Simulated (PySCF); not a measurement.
CH6OSeSi.
Geometry (PBE0-D3(BJ)/def2-SVP, Å), atoms numbered from 1 in this order:
```xyz
10
CH6OSeSi angstrom
C     -1.6094   -0.3607   -0.3845
O     -0.2208   -0.4247   -0.5630
Si     0.8651    0.6212    0.1333
Se     2.9616   -0.2192   -0.0430
H     -2.0562    0.4919   -0.9276
H     -1.8897   -0.2711    0.6819
H     -2.0587   -1.2853   -0.7772
H      0.9190    1.9356   -0.5722
H      0.4785    0.8225    1.5640
H      2.6636   -1.3373    0.8655
```

Jobs on this species (10 atoms, 68 electrons) with PySCF (density fitting). Hardware of each: one thread of an Arm Neoverse V2, shared host. Times come from a shared host and carry two figures at best. Peak memory is the resident size of the whole Python process, interpreter and libraries included.

Problem. Rank these jobs by wall time, shortest first.
A. PBE0-D3(BJ)/def2-SVP, grid level 1; geometry optimisation from a GFN2-xTB start shaken at random; 108 basis functions
B. delta-SCF UKS B3LYP, pcX-2 on the ionised atom, pcseg-1 elsewhere, spin-free X2C; ΔSCF core ionisation, 4 holes; 145 basis functions
C. delta-SCF UKS PBE, pcX-2 on the ionised atom, pcseg-1 elsewhere, spin-free X2C; ΔSCF core ionisation, 4 holes; 145 basis functions

Solution. C (9.1 s), B (19 s), A (59 s).

All jobs:

| level and settings | work | basis functions | SCF cycles | wall time | peak memory |
| --- | --- | --- | --- | --- | --- |
| delta-SCF UKS PBE, pcX-2 on the ionised atom, pcseg-1 elsewhere, spin-free X2C | ΔSCF core ionisation, 4 holes | 145 | 60 | 9.1 s | 0.54 GiB |
| delta-SCF UKS SCAN, pcX-1 on the ionised atom, pcseg-1 elsewhere, spin-free X2C | ΔSCF core ionisation, 4 holes | 125 | 59 | 11 s | 0.54 GiB |
| delta-SCF UKS HF, pcX-2 on the ionised atom, pcseg-1 elsewhere, spin-free X2C | ΔSCF core ionisation, 4 holes | 145 | 54 | 12 s | 0.54 GiB |
| delta-SCF UKS SCAN, def2-TZVP on the ionised atom, pcseg-1 elsewhere, spin-free X2C | ΔSCF core ionisation, 4 holes | 122 | 60 | 12 s | 0.54 GiB |
| delta-SCF UKS SCAN, pcX-2 on the ionised atom, pcseg-1 elsewhere, non-relativistic | ΔSCF core ionisation, 4 holes | 145 | 60 | 13 s | 0.54 GiB |
| delta-SCF UKS SCAN, pcX-2 on the ionised atom, pcseg-1 elsewhere, spin-free X2C | ΔSCF core ionisation, 4 holes | 145 | 60 | 13 s | 0.50 GiB |
| delta-SCF UKS B3LYP, pcX-2 on the ionised atom, pcseg-1 elsewhere, spin-free X2C | ΔSCF core ionisation, 4 holes | 145 | 55 | 19 s | 0.54 GiB |
| delta-SCF UKS PBE0, pcX-2 on the ionised atom, pcseg-1 elsewhere, spin-free X2C | ΔSCF core ionisation, 4 holes | 145 | 54 | 19 s | 0.54 GiB |
| PBE0-D3(BJ)/def2-SVP, grid level 1 | geometry optimisation from a GFN2-xTB start shaken at random | 108 | 109 | 59 s | 0.45 GiB |

Problem. What do all jobs in the table cost together?

Solution. About 2.8 min; the longest takes about 35 % of that, and about 6.5 times as long as the shortest.
